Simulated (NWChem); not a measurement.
Species: ZnH₂Se; SMILES [ZnH][SeH]

Results from NWChem. This build's default masses of Se (78.918 u) and Br (79.917 u) are each other's, which moves their modes by up to 0.6 %. Each level has its own optimisation; frequencies are unscaled.

For level PBE-D3(BJ)/def2-SVP:

| Property | Result |
|---|---|
| r Se–Zn (Å) | 2.306 |
| lowest (cm⁻¹) | 284 |
| dipole (D) | 1.13 |

### Question
Estimate the same quantities for level Hartree-Fock/3-21G.

### Answer
| Quantity | Value |
|---|---|
| r Se–Zn (Å) | 2.398 |
| lowest (cm⁻¹) | 188 |
| dipole (D) | 1.93 |
